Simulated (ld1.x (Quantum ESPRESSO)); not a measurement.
Transferability test, ultrasoft potential for Fe (Z = 26)

ld1.x (Quantum ESPRESSO) 7.5 input, shortened:

```
&input
   title='Fe', zed=26., rel=1, dft='PZ', iswitch=3,
   config='[Ar] 3d6.5 4s1.5 4p0'
 /
 &inputp
   pseudotype=3, tm=.true., lloc=-1, rcloc=1.45,
   nlcc=.false.,
   which_augfun='PSQ', rmatch_augfun_nc=.true.
 /
6
4S  1  0   1.50   0.00  2.30  2.60  0.0
4S  1  0   0.00   0.30  2.30  2.60  0.0
4P  2  1   0.00   0.00  2.95  3.20  0.0
4P  2  1   0.00   2.15  2.95  3.20  0.0
3D  3  2   6.50   0.00  1.00  1.40  0.0
3D  3  2   0.00  -0.10  1.00  1.40  0.0
 &test
   configts(1)='3d6.5 4s1.5 4p0'
 /
```

Energies are relative to the spin-unpolarised reference configuration 3d6.5 4s1.5 4p0; without spin polarisation the order of configurations can differ from experiment. Spin-polarised rows fill each open shell by Hund’s rule, majority spin first. The frozen-core shift is the all-electron ΔE with the core orbitals held at their reference shape minus the fully relaxed ΔE.

| valence configuration | charge | ΔE all-electron (eV) | error AE − PS (meV) | frozen-core shift (meV) |
| --- | --- | --- | --- | --- |
| 3d6 4s1 4p0 | +1 | 9.730 | -7.6 | +18 |
| 3d6 4s0 4p0 | +2 | 26.222 | +37 | +26 |
| 3d6 4s0 4p1 | +1 | 14.863 | +9.7 | +22 |
| 3d5 4s2 4p0 | +1 | 15.224 | -381 | +318 |
| 3d7 4s0 4p0 | +1 | 7.608 | -51 | +34 |
| 3d5 4s0 4p0 | +3 | 60.751 | -58 | +472 |
| 3d6.5 4s1.5 4p0 (spin-polarised) | 0 | -2.654 | +2756 | +9.4 |
| 3d6 4s2 4p0 (spin-polarised) | 0 | -2.640 | +3895 | +23 |

Q: What are ΔE and the potential's error for 3d6 4s2 4p0?

A: ΔE = 0.749 eV all-electron; the error (AE − PS) is -28 meV.

Levels in the configuration 3d5 4s0 4p0:

| level | all-electron (eV) | pseudo (eV) |
| --- | --- | --- |
| 3d | -43.512 | -43.827 |

Note: ghost state, extra bound levels that the all-electron valence spectrum of the same l lacks: s at -24.6 eV. A true bound ghost makes a file unfit for plane-wave use.
